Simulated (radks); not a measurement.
Problem. Species: Al IV. Configuration: [He] 2s2 2p5 3s1 (not the ground configuration). Method: non-relativistic Kohn-Sham, Tao-Mo meta-GGA, spin-polarised, spherical densities, point nucleus; open shells are filled with parallel spins first; meta-GGA in the generalised Kohn-Sham scheme; computed with a radial shooting solver on a logarithmic mesh with Libxc functionals. Some entries of the table are withheld. Estimate them.

| orbital | occ. | eigenvalue (hartree) | <r^2> (bohr^2) | <r> (bohr) |
|---|---|---|---|---|
| 1s up | 1 | -57.94623 | 0.01947 | 0.1203 |
| 1s down | 1 | -57.88503 | 0.01943 | 0.1202 |
| 2s up | 1 | -5.98795 | (1) | 0.6037 |
| 2s down | 1 | -5.86247 | (2) | 0.6075 |
| 2p up | 3 | -4.57271 | 0.4042 | 0.5682 |
| 2p down | 2 | -4.43722 | 0.4111 | 0.5730 |
| 3s up | 1 | -1.43107 | 4.180 | 1.919 |
| 3p up | 0 | -1.13506 | 5.000 | 2.088 |

Solution. 
(1) 2s up <r^2> (bohr^2): 0.4337
(2) 2s down <r^2> (bohr^2): 0.4393
